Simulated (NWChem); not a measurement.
System: B2H4O4; SMILES OB(O)B(O)O

```xyz
10

B     -0.0818     0.8315     0.0413
O     -1.2325     1.5722    -0.0510
O      1.1790     1.3920     0.1715
B     -0.0852    -0.8933     0.0058
O      1.1157    -1.5661     0.1047
O     -1.2310    -1.6319    -0.1171
H     -1.0944     2.5382    -0.0179
H      1.1999     2.3677     0.1949
H      1.8394    -0.9170     0.1864
H     -1.0176    -2.5861    -0.1158
```
Atoms are numbered in this order, from 1.

All runs: NWChem. Pople sets run with spherical d functions. STO-3G and 3-21G are far too small for this property and stand as cheap habits. Coordinates come from a PBE-D3(BJ)/def2-SVP optimisation. B3LYP is NWChem's, with the RPA form of VWN correlation. Field at 589 nm.

Problem. Order these by “anisotropy (bohr³)”, lowest first: B3LYP/def2-SVP; B3LYP/6-31G*; B3LYP/STO-3G.

Solution. B3LYP/def2-SVP (21.3), B3LYP/6-31G* (23.7), B3LYP/STO-3G (25.7)
